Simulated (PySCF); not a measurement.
A side-by-side comparison of computed properties.

First species: C7H13Cl.
SMILES: `C/C=C(\C)[C@H](C)CCl`

Second species: C4H5F.
SMILES: `F[C@H]1[C@H]2C[C@@H]12`

Levels: CAM-B3LYP/def2-SVPD for dipole moment, HOMO energy, LUMO energy, HOMO–LUMO gap, static isotropic polarisability and electronic spatial extent ⟨r²⟩ about the centre of nuclear charge; TDDFT CAM-B3LYP/def2-SVPD for lowest singlet excitation; TDA CAM-B3LYP/def2-SVPD for lowest triplet excitation (Tamm–Dancoff); ΔSCF CAM-B3LYP/def2-SVPD for vertical ionisation energy; PBE0-D3(BJ)/def2-SVP for rotational constant A and rotational constant C. Geometries: PBE0-D3(BJ)/def2-SVP. Each species is one conformer at its optimised geometry, gas phase, non-relativistic unless stated. Electronic properties by PySCF.

The conformers computed, where there is a choice (atom-mapped SMILES and torsion angles):
- `[CH3:1]/[CH:2]=[C:3](\[CH3:4])[C@H:5]([CH3:6])[CH2:7][Cl:8]`: C2–C3–C5–C6 -120°, C3–C5–C7–Cl8 -171°

**Question.** Which of the two has the higher dipole moment, and by how much?

**Answer.** The second: 2.55 D against 2.42 D, a difference of 0.13 D.

**Question.** Which has the higher rotational constant C?

**Answer.** The second: 4.453 GHz against 0.709 GHz, a difference of 3.744 GHz.

**Question.** Which has the higher HOMO energy?

**Answer.** The first: -8.25 eV against -9.27 eV, a difference of 1.02 eV.

**Question.** Which has the higher LUMO energy?

**Answer.** The second: 1.46 eV against 1.11 eV, a difference of 0.35 eV.

**Question.** Which of the two has the higher HOMO–LUMO gap, and by how much?

**Answer.** The second: 10.73 eV against 9.36 eV, a difference of 1.37 eV.

**Question.** Which of the two has the higher vertical ionisation energy, and by how much?

**Answer.** The second: 10.24 eV against 8.89 eV, a difference of 1.35 eV.

**Question.** Which of the two has the higher ⟨r²⟩, and by how much?

**Answer.** The first: 1696 bohr² against 335 bohr², a difference of 1361 bohr².

**Question.** Which of the two has the higher S1 energy, and by how much?

**Answer.** The second: 7.58 eV against 6.55 eV, a difference of 1.03 eV.

On the first: The vertical singlet–triplet gap S1 − T1 is 2.33 eV (TDDFT singlet less Tamm–Dancoff triplet; S1: HOMO→LUMO, weight 0.89; T1: HOMO→LUMO+1, weight 0.59). The polarisability is 15.07 Å³ as a volume (1 au = 0.148185 Å³), or 1.41 au for each of the 72 electrons.

On the second: The vertical singlet–triplet gap S1 − T1 is 0.62 eV (TDDFT singlet less Tamm–Dancoff triplet). No computed singlet falls in the visible range (750 to 380 nm, 1.65 to 3.26 eV); S1 lies 4.32 eV above its blue end.
